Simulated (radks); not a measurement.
Results of a calculation; reference values are marked as such.
Species: the rubidium ion Rb8+. Configuration: [Ar] 3d10 4s1.

Code: a radial shooting solver on a logarithmic mesh with Libxc functionals. Model: non-relativistic Kohn-Sham, TPSS, spin-polarised, spherical densities, point nucleus; open shells are filled with parallel spins first (spin-orbit coupling, left out, can overturn this in heavy ions); meta-GGA in the generalised Kohn-Sham scheme; relativity is left out, which matters for an element this heavy.

Energy parts (eV):
total: -79498.462
kinetic: 79461.156
electron-nucleus: -185863.337
Hartree: 29507.193
exchange-correlation: -2603.474

Orbitals (lengths in bohr, moments of r in powers of bohr):
orbital  occ.  eigenvalue (eV)     <r^2>      <r>
1s up       1        -14901.31  0.002280  0.04127
1s down     1        -14901.13  0.002280  0.04127
2s up       1        -2080.293   0.03898   0.1820
2s down     1        -2080.177   0.03898   0.1820
2p up       3        -1899.760   0.03001   0.1568
2p down     3        -1899.632   0.03001   0.1568
3s up       1        -419.7925    0.3087   0.5190
3s down     1        -419.4594    0.3081   0.5185
3p up       3        -354.2762    0.3150   0.5200
3p down     3        -353.9160    0.3140   0.5193
3d up       5        -236.7478    0.3208   0.5143
3d down     5        -236.3408    0.3184   0.5127
4s up       1        -141.3216     1.798    1.266
4s down     0        -138.6414     1.794    1.265
4p up       0        -122.1873     2.053    1.350
4p down     0        -119.5592     2.047    1.348
5s up       0         -71.2556     6.318    2.379

The highest occupied level is 4s up at -141.32 eV. Virial ratio -V/T = 2.00047. For comparison, the ionisation energy in NIST's Atomic Spectra Database is 150.63 eV (measured). In exact Kohn-Sham theory the highest level is minus the ionisation energy, but local and semilocal functionals leave it too shallow, through self-interaction and a potential that decays too fast; potentials with the right tail come closer. The spin density at the nucleus is 49.23 e/bohr^3 (1s 0.36, 2s 0.16, 3s -0.18, 4s 48.89). The electron density at the nucleus is 3.508e+04 e/bohr^3. The density falls to 0.001 e/bohr^3 at r = 2.29 bohr. Summed over all electrons, <r^2> = 7.761 bohr^2, which gives a Langevin (diamagnetic) susceptibility term of -6.15 x 10^-6 cm^3/mol.
